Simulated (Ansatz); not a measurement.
Basis-set extrapolation for CH5F3Si2, SMILES `F[SiH2]C[SiH](F)F` (PBE0-D4/def2-TZVP geometry, frozen core, Ansatz 0.2.0). Multiplicity 1, RHF reference.

|  | def2-TZVPP | def2-QZVPP |
| --- | --- | --- |
| HF | -917.369336 | -917.404573 |
| MP2 correlation | -1.159424 | -1.263184 |
| CCSD(T) correlation | -1.231122 | not run |

Energies in hartree. Use E(X) = E(∞) + A·exp(−7.88·√X) for Hartree–Fock and E(X) = E(∞) + B·X^(−2.97) for correlation, with X = 3 and 4, and add CCSD(T) minus MP2 of the smaller set to the MP2 limit.

Problem. What is the CCSD(T) energy at the basis-set limit?

Solution. HF limit: -917.404573 + (-0.035237) × 0.13774 = -917.40943. MP2 limit: -1.263184 + (-0.103760) × 0.74074 = -1.34004. Higher-order term: -1.231122 − (-1.159424) = -0.07170. Total: -918.82117 hartree, 579.5 kJ/mol below CCSD(T)/def2-TZVPP.
